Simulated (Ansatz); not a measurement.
Isolated molecules relaxed with PBE0-D4/def2-TZVP in Ansatz; ΔE leaves out vibrations. CCSD(T)/CBS adds triple-zeta CCSD(T) − MP2 to the extrapolated MP2 energy (def2 sets, frozen cores). This one scheme is used for every species. DFT in def2-TZVPP. Each species was taken in one conformer, which may not be the lowest.

Reaction (ligand exchange at the Si–N bond): `N[SiH](F)S` + H₂S → `F[SiH](S)S` + NH₃

```csv
level,ΔE (kJ/mol),difference from CCSD(T)/CBS
LDA (SPW92),11.0,0.4
ωB97M-V,12.9,2.3
revPBE,0.8,-9.8
r2SCAN0,10.7,0.1
LC-ωPBE,13.8,3.2
RPA@PBE/def2-TZVPP,14.1,3.5
MP2/def2-SVP,16.8,6.2
CCSD(T)/def2-SVP,17.5,6.9
HF/def2-QZVPP,25.2,14.6
MP2/def2-QZVPP,9.1,-1.5
CCSD(T)/CBS,10.6,0
```

Largest T1 diagnostic among the species: 0.012.

From PBE to PBE0 (25 % exact exchange), in def2-TZVPP and without D4, ΔE moves by +3.7 kJ/mol. Leaving LDA and LC-ωPBE aside and taking each functional with its dispersion term where it has one, the values, not all of them listed here, spread over 18.2 kJ/mol, from revPBE-D4 to CAM-B3LYP-D4. LDA lies +8.0 kJ/mol from PBE without D4. In def2-TZVPP, CCSD(T) changes the Hartree–Fock value by −11.1 kJ/mol (the triples alone add −2.9 kJ/mol) and MP2 by −14.0 kJ/mol.
